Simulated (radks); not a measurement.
Results of a calculation; reference values are marked as such.
How relativity changes the ionisation of the holmium ion Ho3+ ([Xe] 4f10) to Ho4+ ([Xe] 4f9). Spin-unpolarised spherical Kohn-Sham, PBE, point nucleus unless stated (finite: rms radius 5.2022 fm), a radial shooting solver on a logarithmic mesh with Libxc functionals. A level marked "c x" has the speed of light scaled by that factor and shares open shells by 2j + 1; other Dirac levels either fill j = l - 1/2 first or share by 2j + 1.

level	E(Ho3+) (hartree)	E(Ho4+) (hartree)	IE (eV)	HOMO	<r> HOMO (bohr)
non-rel.	-12066.9395	-12065.0954	50.181	4f	0.7541
scalar-rel.	-12614.7279	-12613.0667	45.204	4f	0.7854
scalar-rel., finite nucleus	-12613.5414	-12611.8801	45.206	4f	0.7854
Dirac, 2j+1 shares	-12626.8419	-12625.1849	45.088	4f7/2	0.7914
Dirac, low j first	-12626.9079	-12625.2729	44.490	4f7/2	0.7925
Dirac, 2j+1 shares, finite nucleus	-12625.6472	-12623.9901	45.090	4f7/2	0.7914
Dirac, c x 0.75	-13186.6916	-13185.1769	41.218	4f7/2	0.8282
Dirac, c x 5	-12086.8321	-12084.9955	49.976	4f7/2	0.7554
Dirac, c x 100	-12066.9890	-12065.1449	50.181	4f7/2	0.7541

NIST Atomic Spectra Database: 42.5 eV (semi-empirical). The relativistic part of the total energy of Ho3+ is -558.7 hartree (Dirac, 2j+1 shares, finite nucleus), 4.6 % of the non-relativistic value. Spin polarisation and multiplet splitting of open shells are left out at every level.

Beside tabulated values, note that relativity, absent from the non-relativistic runs, is large for the heavy elements, and spin-unpolarised runs miss the spin-polarisation part of the exchange energy of open shells. No tabulated value is given for the 4+ ions of Nd, Pm and Eu to Yb, where it belongs to another shell than the one emptied here.
